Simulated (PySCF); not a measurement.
**Multinuclear NMR of C₆H₁₀O₂Si**

Bonds (- single, = double, # triple, : aromatic): C1=C2, C2-Si3, Si3-O4, O4-C5, C5-O6, O6-C7, C5-C8, C8=C9, C8-C2. C1 carries H10, H11; Si3 carries H12, H13; C5 carries H14; C7 carries H15, H16, H17; C9 carries H18, H19. Stereochemistry as in C=C1[SiH2]O[C@H](OC)C1=C. H19 is cis to C2; H12 is cis to O6 on the ring; H10 is cis to Si3; H18 is trans to C2; H13 is trans to O6 on the ring; H11 is trans to Si3.

Computed data (PySCF 2.14.0 with density-fitted response routines): σ from GIAO-PBE0/pcSseg-1, geometry: GFN2-xTB. In vacuum, relativity neglected, single conformer, averaged over atoms made equivalent by symmetry, fast rotation or ring inversion.

Q: What are the ²⁹Si shifts?

A: 
| atoms | environment | σ (ppm) | δ (ppm) |
| --- | --- | --- | --- |
| Si3 | silicon bonded to C, O, 2 H, in a 5-membered ring | 358.7 | -14.9 |

Shieldings were converted by a linear fit to measured shifts: ²⁹Si (scatter 8.9 ppm rms, 25.8 ppm with the 6 outliers that the fit left out vs TMS, solution or neat liquid). A few per cent of atoms miss by over 2 rms, more outside the fitted compound classes.

On a 400 MHz spectrometer ²⁹Si resonates near 79.5 MHz, so 1 ppm is 79.5 Hz.

Q: What are the ¹⁷O shifts?

A: 
```tsv
atoms	environment	σ (ppm)	δ (ppm)
O6	ether oxygen	246.7	42.0
O4	oxygen bonded to C, Si, in a 5-membered ring	266.7	23.8
```

Shieldings were converted by a linear fit to measured shifts: ¹⁷O (scatter 10.7 ppm rms, 12.2 ppm with the 3 outliers that the fit left out vs liquid water, solution or neat liquid). A few per cent of atoms miss by over 2 rms, more outside the fitted compound classes.

On a 300 MHz spectrometer ¹⁷O resonates near 40.7 MHz, so 1 ppm is 40.7 Hz.
